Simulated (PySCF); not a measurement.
From one molecule to another.

First species: C3H9Cl2NSi3.
SMILES: `N#C[SiH2][Si@H](C[SiH3])C(Cl)Cl`

Second species: C6H12SSi2.
Cartesian coordinates in Å at the GFN2-xTB level; atoms count from 1:
```xyz
21
C6H12SSi2 angstrom
C     -2.0171    1.0598    1.1387
C     -2.0068   -0.1633    0.2765
S     -3.3519   -1.1146    0.1956
C     -0.8734   -0.5352   -0.4870
C      0.3733    0.0041   -0.6606
C      1.0558    1.1605   -0.0763
Si     2.0149    0.6218    1.5031
C      1.0382   -0.9460   -1.6195
Si    -0.5839   -1.9983   -1.6512
H     -1.9096    1.9529    0.5211
H     -1.1917    1.0361    1.8501
H     -2.9568    1.1252    1.6823
H      1.7813    1.5609   -0.7864
H      0.3611    1.9558    0.1873
H      1.0934   -0.0387    2.4263
H      3.0801   -0.3000    1.1111
H      2.5752    1.8329    2.1041
H      1.9294   -1.4102   -1.1969
H      1.3426   -0.4602   -2.5466
H     -1.2955   -2.0054   -2.9241
H     -0.4675   -3.3212   -1.0478
```

Levels: PBE0/pcSseg-1 for dipole moment, HOMO energy, LUMO energy and HOMO–LUMO gap; GFN2-xTB for rotational constant A and rotational constant C. Geometries: GFN2-xTB. Each species is one conformer at its optimised geometry, gas phase, non-relativistic unless stated. Electronic properties by PySCF.

The conformers computed, where there is a choice (atom-mapped SMILES and torsion angles):
- `[N:1]#[C:2][SiH2:3][Si@H:4]([CH2:5][SiH3:6])[CH:7]([Cl:8])[Cl:9]`: C2–Si3–Si4–C5 -123°, Si3–Si4–C5–Si6 -65°, Si3–Si4–C7–Cl8 47°
- `[CH3:1][C:2](=[S:3])[C:4]1=[C:5]([CH2:6][SiH3:7])[CH2:8][SiH2:9]1`: C1–C2–C4–C5 0°, C4–C5–C6–Si7 91°

Values for the first species:

| Quantity | Value |
| --- | --- |
| Dipole moment | 2.62 D |
| HOMO energy | -8.45 eV |
| LUMO energy | -1.38 eV |
| HOMO–LUMO gap | 7.07 eV |
| Rotational constant A | 0.915 GHz |
| Rotational constant C | 0.390 GHz |

Problem. Estimate the same properties for the second species, and the change in each.

Solution. 
| property | first | second | second less first |
| --- | --- | --- | --- |
| dipole moment | 2.62 D | 4.38 D | +1.76 D |
| HOMO energy | -8.45 eV | -6.12 eV | +2.33 eV |
| LUMO energy | -1.38 eV | -2.32 eV | -0.94 eV |
| HOMO–LUMO gap | 7.07 eV | 3.80 eV | -3.27 eV |
| rotational constant A | 0.915 GHz | 1.302 GHz | +0.387 GHz |
| rotational constant C | 0.390 GHz | 0.502 GHz | +0.112 GHz |

On the first: A dipole of 2.62 D is allowed in C1, and pure rotational transitions are dipole-allowed. In atomic units the dipole is 1.03 e·bohr (1 au = 2.5417 D).

On the second: The dipole matches unit charges of opposite sign 0.91 Å apart (1 e·Å = 4.8032 D).
